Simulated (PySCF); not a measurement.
Species: C5H7ClO2.
Z-matrix (Å and degrees, PBE0-D3(BJ)/def2-SVP geometry), rows numbered from 1:
```
C 
C   1  1.4934
C   2  1.3526  1  127.25
O   3  1.3438  2  125.87  1  -179.78
C   4  1.3976  3  118.56  2     0.26
C   3  1.4861  2  120.60  1     0.38
O   6  1.1899  3  125.34  2     0.89
Cl  6  1.7750  3  114.08  2  -179.12
H   1  1.1017  2  111.80  3   -62.61
H   1  1.1006  2  112.02  3    55.58
H   1  1.0980  2  110.27  3   176.79
H   2  1.0932  1  116.38  3   179.93
H   5  1.0969  4  106.63  3   179.69
H   5  1.1051  4  111.63  3    60.59
H   5  1.1051  4  111.62  3   -61.20
```

Level: PBE0/pcSseg-1 and B3LYP/def2-SVPD in PySCF, non-relativistic, on one gas-phase PBE0-D3(BJ)/def2-SVP geometry that isn't relaxed in the solvent. The solvent is an IEF-PCM continuum (van der Waals radii × 1.2). Specific hydrogen bonds and non-electrostatic terms are outside this model.

Gas phase at PBE0/pcSseg-1: HOMO -7.12 eV, LUMO -1.84 eV, dipole 4.30 D.

Problem. What does the continuum do to the energy, the frontier levels and the dipole at PBE0/pcSseg-1 in benzene and water?

Solution. 
```
solvent      ε  E(solvent) − E(gas) (kcal/mol)  polarisation term (kcal/mol)  distortion of the solute (kcal/mol)  HOMO (eV)  LUMO (eV)  dipole (D)
benzene  2.271                           -2.42                         -2.61                                 0.19      -7.04      -1.86        4.84
  water  78.36                           -5.48                         -6.55                                 1.07      -6.96      -1.90        5.55
```

The polarisation term is half the interaction of the solute with the surface charges that it induces; the rest is the cost of distorting the solute's density. The sum is the electrostatic part of solvation alone. From benzene to water the lowering changes by a factor 2.27, Onsager's factor (ε − 1)/(2ε + 1) by 2.14 and ε itself by 34.5.

Problem. Which radius a makes the point-dipole formula ΔE = −[(ε − 1)/(2ε + 1)]·μ²/a³ give the value in water, with the gas-phase dipole?

Solution. μ = 1.692 au and |ΔE| = 0.00873 Eh give a = 2.88 Å; the farthest nucleus lies 3.33 Å from the centroid of the nuclei, so such a sphere wouldn't even hold the nuclei. The formula assumes a rigid point dipole at the centre of a sphere.

Problem. Which Hirshfeld charges (PBE0/pcSseg-1) respond most in benzene (means over atoms taken as equivalent)?

Solution. 
```json
{"atoms": "O7", "environment": "carbonyl oxygen", "gas (e)": "-0.184", "solvent (e)": "-0.195", "change": "-0.011"}
{"atoms": "Cl8", "environment": "chlorine bonded to C", "gas (e)": "-0.068", "solvent (e)": "-0.077", "change": "-0.009"}
{"atoms": "H12", "environment": "vinylic hydrogen", "gas (e)": "+0.045", "solvent (e)": "+0.051", "change": "+0.006"}
{"atoms": "O4", "environment": "ether oxygen", "gas (e)": "-0.105", "solvent (e)": "-0.111", "change": "-0.006"}
{"atoms": "C2", "environment": "alkene CH carbon", "gas (e)": "-0.045", "solvent (e)": "-0.040", "change": "+0.005"}
{"atoms": "H13/H14/H15", "environment": "methyl hydrogen", "gas (e)": "+0.050", "solvent (e)": "+0.053", "change": "+0.003"}
{"atoms": "C3", "environment": "vinylic carbon bearing oxygen", "gas (e)": "+0.046", "solvent (e)": "+0.045", "change": "-0.001"}
{"atoms": "H9/H10/H11", "environment": "methyl hydrogen", "gas (e)": "+0.046", "solvent (e)": "+0.048", "change": "+0.002"}
```

Problem. Which Mayer bond orders change most in benzene?

Solution. 
```
  bond  length (Å)    gas  solvent  change
C6–Cl8       1.775  1.012    1.002  -0.010
 O4–C5       1.398  0.912    0.903  -0.009
 C6–O7       1.190  2.024    2.017  -0.007
 C3–C6       1.486  0.923    0.930  +0.007
 C2–C3       1.353  1.715    1.712  -0.003
C2–H12       1.093  0.930    0.927  -0.003
 C1–H9       1.102  0.943    0.942  -0.001
C1–H10       1.101  0.944    0.943  -0.001
```

Gas phase at B3LYP/def2-SVPD: HOMO -6.96 eV, LUMO -2.16 eV, dipole 4.23 D.

Problem. What does the continuum do to the energy, the frontier levels and the dipole at B3LYP/def2-SVPD in benzene?

Solution. 
| solvent | ε | E(solvent) − E(gas) (kcal/mol) | polarisation term (kcal/mol) | distortion of the solute (kcal/mol) | HOMO (eV) | LUMO (eV) | dipole (D) |
| --- | --- | --- | --- | --- | --- | --- | --- |
| benzene | 2.271 | -2.36 | -2.59 | 0.23 | -6.86 | -2.16 | 4.84 |

Problem. How does the static polarisability (B3LYP/def2-SVPD, frozen core, with the continuum's full static response) change?

Solution. 
```tsv
medium	isotropic (au)	principal values (au)	⟨r²⟩ of the electrons (bohr²)
gas	87.4	58.6, 90.6, 113.0	1276.4
benzene	100.1	66.2, 102.7, 131.4	1275.9
```

The isotropic value in benzene is 1.15 times the gas-phase one; no cavity-field correction is applied. ⟨r²⟩ is taken about the centre of nuclear charge.
